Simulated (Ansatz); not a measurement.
`C[B](C)[AlH2]` + HCl → `CCl` + `C[BH][AlH2]`  (substitution at a C–B bond)

Program: Ansatz. Geometries: PBE0-D4/def2-TZVP. ΔE: electronic, gas phase. CBS: MP2 limit from def2 TZ/QZ plus the TZ coupled-cluster correction, frozen cores. This one scheme is used for every species. Functionals use def2-TZVPP. B3LYP here is the variant with VWN-RPA as its local correlation; programs differ in this.

`C[B](C)[AlH2]`:

Z-matrix (Å, degrees):
```
C
B 1 1.568
H 1 1.092 2 116.8
H 1 1.103 2 104.0 3 115.9
H 1 1.095 2 114.0 3 -129.2
C 2 1.568 1 117.5 3 151.8
Al 2 2.143 1 121.2 3 -28.2
H 6 1.095 2 114.0 1 22.5
H 6 1.103 2 104.0 1 -92.3
H 6 1.092 2 116.8 1 151.7
H 7 1.599 2 122.1 1 94.3
H 7 1.599 2 122.1 1 -85.7
```

HCl:

Cartesian coordinates in Å:
```
Cl -0.182 -0.504 0.349
H 0.182 0.504 -0.349
```

`CCl`:

Z-matrix (Å, degrees):
```
C
Cl 1 1.773
H 1 1.088 2 108.6
H 1 1.087 2 108.7 3 -120.0
H 1 1.088 2 108.7 3 120.0
```

`C[BH][AlH2]`:

Cartesian coordinates in Å:
```
C 1.062 -0.977 0.177
B 0.113 -0.029 -0.616
Al -1.326 1.312 0.195
H 1.232 -0.750 1.230
H 2.017 -1.174 -0.319
H 0.521 -1.941 0.148
H 0.170 -0.131 -1.817
H -2.806 0.837 0.560
H -0.983 2.852 0.442
```

Task: Is it downhill or uphill in electronic energy at CCSD(T)/CBS, and by how much? (An estimate is asked.)

Result: Ansatz gave: Uphill: ΔE = +0.75 eV.

Task: What do these levels give: PBE-D4, revPBE, B3LYP, r2SCANh, MP2/def2-TZVPP, SCS-MP2/def2-QZVPP? (Estimate.)

Result: Ansatz gave: PBE-D4 0.76, revPBE 0.68, B3LYP 0.67, r2SCANh 0.76, MP2/def2-TZVPP 0.79, SCS-MP2/def2-QZVPP 0.71 eV.

Largest T1 diagnostic among the species: 0.011.

The D4 term adds +0.05 eV with B3LYP and +0.03 eV with PBE0; it sums over pairs of atoms, weighted by their polarisabilities, and B3LYP, whose exchange is more repulsive, gets the larger term. At CCSD(T), def2-SVP lies +0.08 eV from the extrapolated value and def2-TZVPP +0.01 eV.
